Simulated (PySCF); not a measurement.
A run for PySCF: R-MP2/6-31G* on BClH2OSe (SMILES OB(Cl)[SeH]), a point of a torsion scan.

```python
from pyscf import gto, scf, dft, mp
from pyscf.data.elements import chemcore

mol = gto.M(
    atom='''
    O    -1.13857822   -0.75119868   -0.07025471
    B    -0.74496682    0.31250170    0.62167031
    Cl    0.49250495    0.21401058    1.83069235
    Se   -1.45910915    2.08440303    0.24277473
    H    -1.84913103   -1.36399494    0.07544533
    H    -2.37119704    1.68202260   -0.79893453
    ''',
    basis='6-31g*',
    cart=True,
    charge=0, spin=0, verbose=3, max_memory=1800)
mf = scf.RHF(mol)
mf.conv_tol = 1e-8
mf.max_cycle = 100
mf.kernel()
if not mf.converged:
    mf = mf.newton().run(mf.mo_coeff, mf.mo_occ)
pt = mp.MP2(mf, frozen=chemcore(mol)).run()
```

Q: Predict the final total energy.

A: -2960.4815 hartree.
